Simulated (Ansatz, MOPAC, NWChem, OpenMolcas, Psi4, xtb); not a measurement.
# How methods differ on CHClFNOSi (SMILES O=C=N[SiH](F)Cl)

The runs start from one conformer, not always the lowest.

CHClFNOSi, singlet, SMILES `O=C=N[SiH](F)Cl`. Each level relaxes the structure for itself.

Quantity: the zero-point energy at each level's own minimum, in kJ/mol. The values are calculated.

```json
{"level": "MNDO", "kind": "semi-empirical", "program": "MOPAC", "value (kJ/mol)": "75.4"}
{"level": "PM3", "kind": "semi-empirical", "program": "MOPAC", "value (kJ/mol)": "65.9"}
{"level": "PM6-D3H4", "kind": "semi-empirical", "program": "MOPAC", "value (kJ/mol)": "67.9"}
{"level": "GFN1-xTB", "kind": "semi-empirical", "program": "xtb", "value (kJ/mol)": "69.8"}
{"level": "HF/3-21G", "kind": "Hartree–Fock", "program": "OpenMolcas", "value (kJ/mol)": "79.4"}
{"level": "HF/6-31G* (Cartesian functions)", "kind": "Hartree–Fock", "program": "OpenMolcas", "value (kJ/mol)": "79.7"}
{"level": "B3LYP-D3(BJ)/def2-SVP", "kind": "global hybrid", "program": "NWChem", "value (kJ/mol)": "73.7"}
{"level": "PBE0-D4/def2-TZVP", "kind": "global hybrid", "program": "Ansatz", "value (kJ/mol)": "73.6"}
{"level": "MP2/def2-SVP (density fitting, density fitting for correlation)", "kind": "perturbation theory", "program": "Psi4", "value (kJ/mol)": "74.9"}
```

Harmonic and unscaled. The values span 65.9 to 79.7 kJ/mol.
